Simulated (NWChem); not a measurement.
CH6AlOSi cation; SMILES [CH3][Al+][O][SiH3]

```xyz
10

Al    -0.0017    -1.1259    -0.0011
C      0.0023    -3.0301     0.0016
H     -0.2239    -3.4027    -1.0102
H     -0.7598    -3.4020     0.7051
H      0.9935    -3.3981     0.3114
O     -0.0032     0.5028    -0.0027
Si     0.0012     2.2212     0.0010
H     -1.4191     2.6381    -0.0970
H      0.7991     2.6343    -1.1794
H      0.6275     2.6281     1.2827
```
Atoms are numbered in this order, from 1.

Program: NWChem. Pople sets run with spherical d functions. Medium grid unless said otherwise, to which SCAN and Minnesota functionals are sensitive. Structure relaxed at the PBE0/def2-SVP level. Hybrids' shares of exact exchange are those that their runs print; pure functionals count as 0. The functionals differ in more than this share.

```csv
row,share of exact exchange,orbital gap (eV)
PBE/6-31G*,0.00,4.08
SCAN/6-31G*,0.00,4.78
TPSSh/6-31G*,0.10,5.39
B3LYP/6-31G*,0.20,5.82
r2SCAN0/6-31G*,0.25,withheld
PW6B95/6-31G*,0.28,6.38
```

Fit a straight line of the last column on the one before it, predict the withheld value, and compare with the run.


1. Means of the 5 shown rows: x = 0.116, y = 5.290. Slope Σ(x − x̄)(y − ȳ)/Σ(x − x̄)² = 0.4212/0.06112 = 6.891; intercept 4.491.
2. The shown rows scatter about the line by 0.245 (root mean square); the largest residual is -0.41, at PBE/6-31G*.
3. At x = 0.25 (r2SCAN0/6-31G*; inside the shown range) the line gives 6.21.
4. The run gives 6.78, +0.57 from the line, 2.3 times the scatter.
